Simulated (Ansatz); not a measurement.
## Ansatz (development build ahead of 0.2.0) run

```yaml
crystal:
  periodic: [false, false, false]
  atoms:
    - { symbol: Al, position_ang: [0.0225, -0.03521, -0.02745] }
    - { symbol: Cl, position_ang: [2.1244, -0.00675, -0.01972] }
    - { symbol: Cl, position_ang: [-1.04709, 1.75146, -0.00667] }
    - { symbol: Cl, position_ang: [-1.05035, -1.84563, 0.01839] }
basis:
  gaussian: { orbitals: def2-TZVP }
hamiltonian:
  xc: hf
correlation:
  method: mp2
  frozen_orbitals: { Al: 5, Cl: 5 }
```

The input is written out in the form of the current development build from the run's settings.

The run gave:

- Converged: yes
- Reference energy: -1620.69219 hartree
- Correlation energy: -0.61631 hartree
- Total energy: -1621.30850 hartree
- Spin squared of the determinant: 0.000
